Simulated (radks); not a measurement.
Values are calculated unless marked as measured or tabulated.
Question: Species: the fluorine ion F+. Configuration: [He] 2s2 2p4. Level of theory: Dirac Kohn-Sham, PBEsol, spin-unpolarised, spherical densities, point nucleus; open shells are shared between the two j in proportion to 2j + 1 (a radial shooting solver on a logarithmic mesh with Libxc functionals). Some entries of the table are withheld. Estimate them.

orbital     occ.  eigenvalue (hartree)  <r> (bohr)  r(max) (bohr)
1s1/2          2                   (1)      0.1766         0.1146
2s1/2          2              -1.73386      0.9633         0.7534
2p1/2    1.33333                   (2)      0.9821         0.6805
2p3/2    2.66667                   (3)      0.9839         0.6817

Answer: 
(1) 1s1/2 eigenvalue (hartree): -25.05789
(2) 2p1/2 eigenvalue (hartree): -1.03884
(3) 2p3/2 eigenvalue (hartree): -1.03611
